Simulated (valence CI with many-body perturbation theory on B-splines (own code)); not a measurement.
**Pm⁴⁶⁺ in three bases**

Calculated by configuration interaction combined with many-body perturbation theory (CI+MBPT): five valence electrons over a frozen Dirac-Fock core [Ne], a basis of 9 s, 9 p, 8 d, 6 f, 3 g, 1 h functions for each j, with the one-electron correlation potential Σ1, the two-electron term Σ2, the three-electron term Σ3, Breit, model QED; selected CI, second order for the rest, scaled by the run's own slope (own B-spline code, finite nucleus).

The last digits are not significant, and no measured levels were compared; by estimate large intervals hold to a few tenths of a per cent, small ones and those within an open d or f shell to about a per cent. Among the levels kept, up to 1200 cm⁻¹ of a level comes from second order outside the variational space, and about a tenth of that is noise between levels of different J, which matters for small intervals.

The reference run has the lowest level (3s^2 3p1/2^2 3p3/2) J=3/2 and an ionisation energy of 3817.79 eV. Its largest variational space holds 20000 state functions.

Levels are named by their leading jj configuration (3d3/2^4 stands for four electrons in 3d with j = 3/2), which in mixed levels can hold well under half, so a name can repeat and another be missing. Letters in brackets count levels of one name in rising energy.

Changed runs:
A. basis 6 s, 6 p, 5 d, 3 f, 1 g
B. basis 5 s, 5 p, 4 d, 2 f

Excitation energies of the reference run in cm⁻¹, and shifts in cm⁻¹:

| Level | Reference | A | B |
| --- | --- | --- | --- |
| (3s^2 3p1/2 3p3/2^2) J=3/2 | 1058630 | -126 | -378 |
| (3s^2 3p1/2 3p3/2^2) J=5/2 | 1135350 | +17 | +128 |
| (3s^2 3p1/2 3p3/2^2) J=1/2 | 1230960 | +59 | +274 |
| (3s^2 3p1/2^2 3d3/2) J=3/2 | 1440780 | +320 | +725 |
| (3s^2 3p1/2^2 3d5/2) J=5/2 | 1764870 | +329 | +720 |
| (3s 3p1/2^2 3p3/2^2) J=5/2 | 2110200 | -66 | -156 |
| (3s 3p1/2^2 3p3/2^2) J=1/2 | 2294160 | -14 | +21 |
| (3s 3p1/2^2 3p3/2^2) J=3/2 | 2294920 | +6.2 | -31 |
| (3s^2 3p3/2^3) J=3/2 | 2301140 | -45 | -37 |
| (3s^2 3p1/2 3p3/2 3d3/2) J=5/2 [a] | 2489500 | +207 | +359 |
| (3s^2 3p1/2 3p3/2 3d3/2) J=3/2 [a] | 2504080 | +154 | +242 |
| (3s^2 3p1/2 3p3/2 3d3/2) J=1/2 [a] | 2506700 | +116 | +109 |
| Ionisation energy (eV) | 3817.79 | -0.041 | -0.14 |
